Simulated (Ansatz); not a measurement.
C$_{2}$H$_{2}$N$_{2}$O$_{2}$Si, SMILES `O=C=N[SiH2]N=C=O`, 9 atoms. Total charge 0; spin multiplicity 1. All runs use 4 threads of an Arm Neoverse N1 on a shared host. Correlated methods freeze the cores.

Task: How many basis functions does each run have, and how long does it take in Ansatz? RKS ωB97M-V/def2-SVP energy; RKS PBE0-D4/def2-TZVP frequencies; RKS PBE0-D4/def2-SVP energy; RKS PBE0-D4/def2-QZVPP energy; RKS r2SCAN0-D4/def2-TZVPP energy; RKS PBE0-D4/def2-TZVP relaxation (21 steps); RKS PBE-QIDH (frozen core)/def2-TZVPP energy; RKS ωB97M-V/def2-QZVPP energy; RHF-CCSD(T)/def2-TZVPP energy; RHF-CCSD(T)/def2-SVP energy; RHF-MP2/def2-QZVPP energy; RKS r2SCAN-D4/def2-TZVPP energy and forces. (Estimate.)

Result: Ansatz gave: Other jobs shared the machine, so times are rough.

```tsv
level	job	functions	wall time	peak host memory (GiB)
RKS PBE0-D4/def2-SVP	energy	112	1.8 s	0.53
RKS ωB97M-V/def2-SVP	energy	112	7.5 s	0.53
RKS r2SCAN-D4/def2-TZVPP	energy and forces	256	7.5 s	0.35
RKS r2SCAN0-D4/def2-TZVPP	energy	256	8 s	0.67
RKS PBE-QIDH (frozen core)/def2-TZVPP	energy	256	9.5 s	0.67
RHF-CCSD(T)/def2-SVP	energy	112	13 s	0.59
RKS PBE0-D4/def2-QZVPP	energy	472	14 s	1.6
RKS ωB97M-V/def2-QZVPP	energy	472	29 s	2
RHF-MP2/def2-QZVPP	energy	472	32 s	2.6
RKS PBE0-D4/def2-TZVP	relaxation (21 steps)	235	2.2 min	0.65
RKS PBE0-D4/def2-TZVP	frequencies	235	4.2 min	0.63
RHF-CCSD(T)/def2-TZVPP	energy	256	6.3 min	6.2
```
